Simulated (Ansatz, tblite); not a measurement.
Forces on the cluster Ru2F6 at its PBE0-D4/def2-SVP geometry. Total charge 0; singlet.

In the def2 sets Ru takes a core potential; there is no spin–orbit coupling. The xTB rows come from tblite. The restricted singlet is unstable towards broken spin symmetry in Hartree–Fock (as tested in another run); at PBE-D4/def2-TZVP this wasn't settled. Another isomer (singlet) lies 0.80 eV lower at PBE-D4/def2-TZVP; other spin states weren't run for this one.

GFN1-xTB (tblite), largest force 1.68 eV/Å:

```xyz
8
positions Å, forces eV/Å
Ru    0.903    0.836    0.013    1.242    1.135    0.018
Ru   -0.903   -0.836   -0.014   -1.233   -1.144   -0.008
F     1.953    0.066   -1.247   -0.354    0.338    0.477
F    -1.936   -0.077    1.267    0.344   -0.329   -0.489
F    -0.107    2.265   -0.457    0.424   -0.495    0.178
F    -1.381   -0.624   -1.749    0.135   -0.121    0.651
F     0.105   -2.273    0.432   -0.427    0.502   -0.169
F     1.366    0.644    1.754   -0.131    0.114   -0.658
```

GFN2-xTB (tblite), largest force 1.69 eV/Å:

```
Ru 1.247 1.148 0.020
Ru -1.245 -1.149 -0.012
F 0.043 -0.110 -0.114
F -0.043 0.111 0.109
F -0.138 0.081 -0.045
F 0.006 0.066 -0.154
F 0.139 -0.084 0.041
F -0.008 -0.063 0.153
```

PBE-D4/def2-TZVP (Ansatz), largest force 0.96 eV/Å:

```
Ru -0.695 -0.657 -0.002
Ru 0.703 0.649 0.021
F 0.536 -0.230 -0.528
F -0.532 0.225 0.530
F -0.325 0.695 -0.198
F -0.302 -0.002 -0.732
F 0.325 -0.693 0.184
F 0.290 0.012 0.726
```
